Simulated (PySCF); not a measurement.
AlClFHO, SMILES [OH][Al]([F])[Cl].

The structure is a stationary point at PBE0-D3(BJ)/def2-SVP. Other conformers were not sampled.

Computed with PBE0-D3(BJ)/def2-SVP in PySCF.

Frequencies are harmonic and unscaled.

Question: Estimate the vibrational spectrum. (Estimate from the structure and the level; the computed values follow.)

Answer: 
```tsv
mode	ν (cm⁻¹)	IR (km/mol)	moving atoms (share of kinetic energy)
1	191	5.2	O 28 %, F 26 %, Cl 24 %, Al 19 %
2	225	42.2	F 39 %, O 25 %, Cl 16 %, H 12 %
3	260	41.3	Al 67 %, F 12 %, H 9 %, O 8 %
4	344	176.9	H 84 %, O 12 %
5	509	68.8	Cl 43 %, Al 21 %, H 19 %, F 10 %
6	554	131.5	H 58 %, O 29 %
7	853	172.7	Al 42 %, F 33 %, O 17 %
8	975	121.4	Al 50 %, O 29 %, F 17 %
9	3990	136.9	H 94 %
```
